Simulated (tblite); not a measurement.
Species: C6H6FNO.
Geometry (GFN2-xTB, Å), atoms numbered from 1 in this order:
```
atom  x, y, z in Å
C1    -2.0526   -0.5998   -0.1305
O2    -1.7490    0.2460   -1.2216
C3    -0.5185    0.7829   -1.2537
C4     0.4652    0.6201   -0.3925
C5     1.8292    0.9459    0.0315
C6     0.9577    0.0114    0.8604
F7     0.4759    0.4907    2.0584
C8     1.2526   -1.3845    0.8897
N9     1.4780   -2.5060    0.8632
H10   -3.0974   -0.8791   -0.2465
H11   -1.9159   -0.0787    0.8211
H12   -1.4282   -1.4983   -0.1423
H13   -0.3946    1.4181   -2.1221
H14    2.0195    1.9236    0.4543
H15    2.6736    0.5156   -0.4911
```

Computed values, GFN2-xTB/tblite, gas phase, harmonic and unscaled. Against measured fundamentals such values can be off by several per cent, at times by over 20. One conformer, not necessarily the lowest.

Harmonic wavenumbers (cm⁻¹): 73.4, 92.8, 117.5, 168.1, 215.2, 237.9, 301.0, 318.9, 383.4, 461.0, 546.9, 548.7, 609.9, 684.8, 835.4, 837.1, 886.0, 967.5, 971.9, 1041.5, 1069.4, 1119.4, 1135.4, 1151.6, 1192.3, 1238.6, 1337.5, 1401.1, 1414.3, 1464.3, 1476.9, 1851.9, 2391.9, 2952.1, 2966.2, 3043.6, 3051.4, 3057.2, 3067.2.

A = 2257, B = 1285, C = 1109 MHz; mass 127.043 u (most abundant isotopes); point group C1, symmetry number 1.

**Question.** Zero-point energy?

**Answer.** Half the sum of the wavenumbers: 23341 cm⁻¹ = 66.73 kcal/mol.

**Question.** Entropy at 200 K, 1 bar (ideal gas, RRHO, classical rotation)?

**Answer.** Translation 38.47, rotation 27.80, vibration 15.78: S = 82.1 cal/(mol K).

**Question.** And Cp and H(200 K) − H(0)?

**Answer.** Cp = 26.33 cal/(mol K), of which vibrations give 18.39 (their classical limit is 39 R = 77.5); H(200 K) − H(0) = 3.41 kcal/mol without the zero-point energy, 1.82 from vibrations.

**Question.** Blend soft modes into free rotors: weight 1/[1 + (100 cm⁻¹/ν̃)⁴] for the oscillator and the rest for a rotor with moment μB/(μ + B), μ = h/(8π²ν), B = 10⁻⁴⁴ kg m². What vibrational entropy results?

**Answer.** 15.26 cal/(mol K) in place of 15.78, which changes −T·S at 200 K by +0.10 kcal/mol.

**Question.** What must be added to the electronic energy to get the Gibbs energy at 200 K and 1 bar?

**Answer.** ZPE + [H(200 K) − H(0)] − T·S = 66.73 + 3.41 − 16.41 = 53.73 kcal/mol.

**Question.** How do the functions run with temperature in this model?

**Answer.** 
```
 T (K)  S (cal/(mol K))  Cp (cal/(mol K))  H − H(0) (kcal/mol)  G − H(0) (kcal/mol)  ln q(vib)
    50             57.1              12.0                 0.46                -2.39       0.25
   100             67.1              17.5                 1.21                -5.51       1.14
298.15             94.1              34.4                 6.39               -21.66       5.61
373.15            102.5              40.2                 9.20               -29.03       7.31
   500            115.4              48.5                14.85               -42.87      10.13
   750            137.4              59.8                28.51               -74.57      15.39
  1000            155.7              66.9                44.41              -111.27      20.21
```

q(vib) and H(0) count from the zero-point level.

Hindered rotation and anharmonicity are outside this model. Other conformers, if any are populated, would add a mixing term that is left out. The structure is chiral; the term R ln 2 for an equal mix with its mirror image is left out.
